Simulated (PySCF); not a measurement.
Radial density of Ne³⁺ (neon, charge +3)

B3LYP, [He] 2s2 2p3, high-spin 4S determinant. All numbers are calculated (PySCF 2.14, the spin-free X2C one-electron Hamiltonian (Gaussian nucleus), in x2c-SVPall).

```csv
r (bohr),4πr²ρ (e/bohr),4πr²(ρα − ρβ)
0.00267,0.05304,0.0001
0.00450,0.1478,0.0003
0.00757,0.4016,0.0009
0.0127,1.029,0.0022
0.0214,2.398,0.0052
0.0360,5.052,0.0123
0.0606,8.712,0.0351
0.102,10.99,0.1496
0.171,8.403,0.6678
0.288,4.637,1.9821
0.485,5.831,3.7181
0.815,5.280,2.9133
1.37,1.095,0.5751
2.31,0.05024,0.0313
3.88,6.861e-05,0.0001
```

Densities and radii are taken from the X2C orbitals without a picture-change correction, which distorts them close to the nucleus.
